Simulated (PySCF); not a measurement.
# N²⁺ (nitrogen, charge +2): UHF calculation

Configuration: [He] 2s2 2p1, 2P determinant. All numbers are calculated (PySCF 2.14, the spin-free X2C one-electron Hamiltonian (Gaussian nucleus), in cc-pVTZ-DK).

* Total energy: -52.847110 hartree
* One-electron energy: -65.5303 hartree
* Hartree (Coulomb) energy: 18.4048 hartree
* Exchange energy: -5.7217 hartree
* ⟨S²⟩: 0.7542
* ⟨L²⟩: 2.011
* Sum of ⟨r⟩: 3.934 bohr
* Sum of ⟨r²⟩: 4.980 bohr²
* Traceless quadrupole moment −½Σ⟨3z² − r²⟩ along its main axis: -0.627 e·bohr²
* Langevin diamagnetic susceptibility: -3.94 ×10⁻⁶ cm³/mol
* Time after the integrals: 0.11 s of wall time on 1 thread of Neoverse-N1 (shared host)

```tsv
shell	electrons	mean orbital energy (eV)	rms radius, mean of both spins (bohr)
1s α	1	-466.61	0.264
1s β	1	-465.36	0.264
2s α	1	-58.786	1.28
2s β	1	-54.180	1.28
2p α	1	-47.981	1.24
```
